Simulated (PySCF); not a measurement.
A PySCF script (with the pyscf-properties extension) for the NMR shieldings of `C=CC[SiH2]C([SiH3])([SiH3])C#N`, C5H13NSi3, on a GFN2-xTB geometry:

```python
import basis_set_exchange as bse
import numpy as np
from pyscf import gto, dft
from pyscf.prop import nmr

atoms = """
C     3.764239   -0.977077    0.163412
C     2.984336   -0.030100   -0.325686
C     1.572711   -0.228563   -0.748366
Si    0.378358    0.540845    0.521662
C    -1.428534    0.395044   -0.113890
Si   -1.956686   -1.414559   -0.470177
Si   -2.655052    1.249083    1.085387
C    -1.495453    1.097962   -1.341274
N    -1.539522    1.666689   -2.338172
H     4.775741   -0.779680    0.473913
H     3.422885   -1.994455    0.265411
H     3.354475    0.982699   -0.415068
H     1.408412    0.244271   -1.718521
H     1.364598   -1.293706   -0.857374
H     0.472968   -0.167801    1.803597
H     0.703570    1.959654    0.714738
H    -1.764300   -2.178208    0.763644
H    -1.143059   -1.972376   -1.550575
H    -3.363848   -1.437582   -0.869853
H    -4.005913    1.170662    0.529272
H    -2.589188    0.538260    2.362165
H    -2.271147    2.648321    1.263337
"""
names = dict.fromkeys(["C", "Si", "N", "H"], "pcSseg-1")
basis = {el: gto.basis.parse(bse.get_basis(n, elements=[el], fmt="nwchem")) for el, n in names.items()}
mol = gto.M(atom=atoms, basis=basis, charge=0, verbose=0)
mf = dft.RKS(mol, xc="PBE0")
mf.grids.level = 2
mf.grids.alignment = dft.numint.BLKSIZE   # the property module wants whole blocks of grid points
mf.conv_tol = 1e-9
mf.kernel()

calc = nmr.RKS(mf)   # GIAO
C = mf.mo_coeff
Co = C[:, mf.mo_occ > 0]
resp = mf.gen_response(singlet=True, hermi=2)
def vind(x):   # induced exchange potential for any number of trial vectors
    d = np.einsum("pi,xij,qj->xpq", C, 2 * x.reshape(-1, C.shape[1], Co.shape[1]), Co, optimize=True)
    return np.einsum("xpq,pi,qj->xij", resp(d - d.transpose(0, 2, 1)), C, Co, optimize=True).ravel()
mo1, _ = nmr.rhf.solve_mo1(calc, with_cphf=vind)
sigma = calc.kernel(mo1)
for i, s in enumerate(sigma):   # ppm
    print("%2d %-2s %9.2f" % (i, mol.atom_pure_symbol(i), np.trace(s) / 3))
```

Problem. What are the results?

Solution. 
```
 0 C      64.31
 1 C      46.68
 2 C     165.26
 3 Si    380.90
 4 C     202.71
 5 Si    410.14
 6 Si    409.64
 7 C      61.73
 8 N     -20.92
 9 H      26.41
10 H      26.28
11 H      25.61
12 H      29.31
13 H      29.69
14 H      27.67
15 H      27.30
16 H      27.67
17 H      27.36
18 H      27.43
19 H      27.40
20 H      27.71
21 H      27.41
```

These numbers come from an equivalent density-fitted implementation of the same equations, which agrees with the script to about 0.01 ppm for H and up to a few tenths of a ppm for heavy atoms, so last digits may differ.

Problem. Turn these shieldings into chemical shifts. Referencing at the same level of theory: TMS for ¹³C (186.93 ppm), ²⁹Si (349.16 ppm), ¹H (31.72 ppm); ¹⁵N (267.73 ppm) vs NH3.

Solution. Averaging equivalent atoms: C 1: 140.2; C 7: 125.2; C 0: 122.6; C 2: 21.7; C 4: -15.8; Si 3: -31.7; Si 5/6: -60.7; N 8: 288.7; H 11: 6.11; H 10: 5.44; H 9: 5.31; H 14/15: 4.23; H 16/17/18/19/20/21: 4.22; H 12/13: 2.22 ppm. Experimental scales use liquid or dissolved standards, which lie at an offset from isolated NH3 (liquid NH3: subtract about 20 ppm). Unscaled 15N shifts of sp2 nitrogen come out 20 to 40 ppm too high even then.

Size and cost of the density-fitted run: 239 basis functions, 100 s wall time on 1 thread of an Arm Neoverse N1, shared host; peak memory 1.1 GiB.
